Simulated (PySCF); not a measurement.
H4OSSeSi, SMILES [SiH3]O[Se]S.

Coordinates come from a PBE0-D3(BJ)/def2-SVP optimisation. This is a generated structure with no PubChem entry under its InChIKey; it may be hypothetical. One conformer was computed; it need not be the lowest.

All values below come from TDA-PBE/def2-SVPD (PySCF).

Vertical excitations. The molecule is in vacuum.

Computed excitation energies, oscillator strengths and character:
| state | energy (eV) | λ (nm) | f | main pairs |
|---|---|---|---|---|
| S1 | 3.73 | 333 | 0.001 | HOMO→LUMO+1 88 % |
| S2 | 3.82 | 324 | 0.002 | HOMO→LUMO 87 % |
| S3 | 4.89 | 254 | 0.002 | HOMO→LUMO+2 73 %, HOMO−1→LUMO+1 18 % |
| S4 | 4.95 | 250 | 0.011 | HOMO−1→LUMO+1 44 %, HOMO→LUMO+2 24 %, HOMO−2→LUMO+1 15 %, HOMO−1→LUMO 10 % |
| S5 | 5.00 | 248 | 0.009 | HOMO−1→LUMO 56 %, HOMO−1→LUMO+1 32 %, HOMO−2→LUMO+1 11 % |
| S6 | 5.22 | 238 | 0.006 | HOMO−2→LUMO 88 % |
| S7 | 5.54 | 224 | 0.035 | HOMO→LUMO+3 54 %, HOMO−2→LUMO+1 26 %, HOMO−1→LUMO 9 % |
| S8 | 5.67 | 219 | 0.078 | HOMO→LUMO+3 44 %, HOMO−2→LUMO+1 25 %, HOMO−4→LUMO+1 10 %, HOMO−1→LUMO 10 % |
| S9 | 5.94 | 209 | 0.016 | HOMO−3→LUMO+1 61 %, HOMO−3→LUMO 25 %, HOMO→LUMO+4 11 % |
| S10 | 5.95 | 208 | 0.006 | HOMO→LUMO+4 87 % |
| T1 | 3.01 | 412 | 0 | HOMO→LUMO 99 % |
| T2 | 3.17 | 391 | 0 | HOMO→LUMO+1 99 % |
| T3 | 4.29 | 289 | 0 | HOMO−1→LUMO 81 %, HOMO−1→LUMO+1 18 % |
| T4 | 4.41 | 281 | 0 | HOMO−1→LUMO+1 79 %, HOMO−1→LUMO 19 % |
Triplets are in the Tamm–Dancoff approximation.
